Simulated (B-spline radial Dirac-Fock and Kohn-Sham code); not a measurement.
# Auger parameter of lanthanum: the L3 level and its strongest L3-MM line

Method: Dirac-Fock energy differences between relaxed states, corrected for Breit and QED terms. Computed with an atomic code on a B-spline grid. The modified Auger parameter α′ is the binding energy plus the kinetic energy of the Auger electron; it does not depend on the energy zero. For free ions it tends to fall with charge, since less charge screens the final holes.

```
            species      configuration  binding 2p3/2 (eV)  Auger line  kinetic (eV)  α′ (eV)
                 La       [Xe] 5d1 6s2              5496.8    M4M5 J=4        3726.3   9223.2
                 La       [Xe] 4f2 5d1              5482.1    M4M5 J=4        3754.9   9237.0
                 La   [Xe] 5d1 6s1 6p1              5497.8    M4M5 J=4        3725.4   9223.2
                 La       [Xe] 5d2 6s1              5494.3    M4M5 J=4        3729.5   9223.9
                La⁺           [Xe] 5d2              5500.5    M4M5 J=4        3722.0   9222.5
               La²⁺           [Xe] 5d1              5510.6    M4M5 J=4        3710.2   9220.8
La²⁺ (Watson 1.6 Å)           [Xe] 5d1              5494.3    M4M5 J=4        3727.8   9222.0
La²⁺ (Watson 2.7 Å)           [Xe] 5d1              5500.0    M4M5 J=4        3720.9   9220.9
               La³⁺  [Kr] 4d10 5s2 5p6              5522.2    M4M5 J=4        3697.3   9219.5
La³⁺ (Watson 1.6 Å)  [Kr] 4d10 5s2 5p6              5495.5    M4M5 J=4        3724.2   9219.7
               La⁴⁺  [Kr] 4d10 5s2 5p5              5537.7    M4M5 J=4        3681.0   9218.7
               La⁵⁺  [Kr] 4d10 5s2 5p4              5554.1    M4M5 J=4        3663.9   9218.0
               La⁶⁺  [Kr] 4d10 5s2 5p3              5571.3    M4M5 J=4        3646.2   9217.5
               La⁷⁺  [Kr] 4d10 5s2 5p2              5589.4    M4M5 J=4        3627.8   9217.1
```
